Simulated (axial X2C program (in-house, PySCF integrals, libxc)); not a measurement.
## BeRu⁺: from the spin-free to the two-component result

All values were computed with an in-house relativistic program for diatomic molecules. Spin-free means the one-electron spin-free X2C Hamiltonian; two-component (2c) means X2C with spin–orbit coupling and atomic mean-field two-electron Coulomb and Gaunt terms, so the difference of the two also holds small scalar two-electron terms. Basis: Ru dyall-v3z [12s12p8d3f2g], Be dyall-v3z [8s8p3d1f] (cores contracted in-house); Gaussian nuclei, density fitting, unrestricted open shells. Masses: Ru 101.904 u, Be 9.012 u.

Spin-free state: M_S = 3/2, Λ = 0 (beyond evenly filled blocks: σα, δ+α, δ-α); fragments Ru+ + Be.

| level | Re (Å) | ωe (cm⁻¹) | De (eV) | μ (D) |
| --- | --- | --- | --- | --- |
| PBE0 | 2.059 | 540.9 | 2.576 | 3.38 |
| TPSS | 2.043 | 574.7 | 2.846 | 3.33 |
| TPSSh | 2.056 | 556.4 | 2.648 | 3.30 |

Dipoles are positive if Be is the positive end and refer to the centre of mass.

Two-component determinant lowest at the distance of the search:

Ω = 3/2 (⟨Sz⟩ = 1.49, ⟨Lz⟩ = 0.01 at PBE0); fragments Ru+ + Be.

| level | Re (Å) | ωe (cm⁻¹) | μ (D) |
| --- | --- | --- | --- |
| PBE0 | 2.059 | 539.5 | 3.38 |
| TPSS | 2.043 | 573.6 | 3.33 |
| TPSSh | 2.056 | 555.3 | 3.30 |

(1) From the two tables, how do the constants change at the PBE0 level (2c against spin-free)?

The state is one determinant whose occupation by symmetry is held fixed; it was picked as the lowest of a PBE0 search that is not exhaustive. De is counted from the lowest determinant-based energies of the atoms at the same level, without counterpoise correction. De is not given where an atomic determinant may have missed its ground term or J level, or where the truncated virtual space spoils (T). Density functionals use the spin component along the axis (collinear). The functionals have no current-density term, which raises determinants with orbital currents, atoms included. With several unpaired electrons one determinant need not be a pure state. This is the top spin component of a Σ state; components of lower Ω are not single determinants and can lie lower.

Results:

(1) At the PBE0 level Re is unchanged to within 0.001 Å and ωe drops by 1.4 cm⁻¹.
